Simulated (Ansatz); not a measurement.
`CCB(F)Br` + `[CH3][SnH2][F]` → `CCB(C)F` + `[F][SnH2][Br]`  (redistribution)

Gas-phase electronic energies from Ansatz, PBE0-D4/def2-TZVP geometries. CBS: MP2 limit from def2 TZ/QZ plus the TZ coupled-cluster correction, frozen cores. Functionals use def2-TZVPP. HSE06 is defined as in plane-wave codes. Elements past krypton have def2 core potentials. For Br, Sn outer-core shells are correlated without core-valence functions, which leaves a few kJ/mol of doubt a bond. Scalar relativity is left out up to krypton. One conformer a species, not always the lowest.

```csv
level,ΔE (kJ/mol)
LDA (SPW92),-36.3
revPBE-D4,-36.6
HSE06-D4,-41.3
PBE,-38.6
r2SCANh,-42.3
CAM-B3LYP,-45.1
HF/def2-SVP,-56.8
CCSD(T)/def2-SVP,-41.5
```

(1) What does CCSD(T)/CBS give? (Estimate.)

Largest T1 diagnostic among the species: 0.013.

Answers

(1) Ansatz gave: -37.2 kJ/mol. The listed levels differ from it by 0.9, 0.6, -4.1, -1.4, -5.1, -7.9, -19.6, -4.3 kJ/mol.

From BLYP to BHLYP (50 % exact exchange), in def2-TZVPP and without D4, ΔE moves by −7.1 kJ/mol. In def2-TZVPP, CCSD(T) changes the Hartree–Fock value by +25.5 kJ/mol (the triples alone add +3.2 kJ/mol) and MP2 by +29.2 kJ/mol. Leaving LDA and LC-ωPBE aside and taking each functional with its dispersion term where it has one, the values, not all of them listed here, spread over 12.5 kJ/mol, from BHLYP-D4 to revPBE-D4.
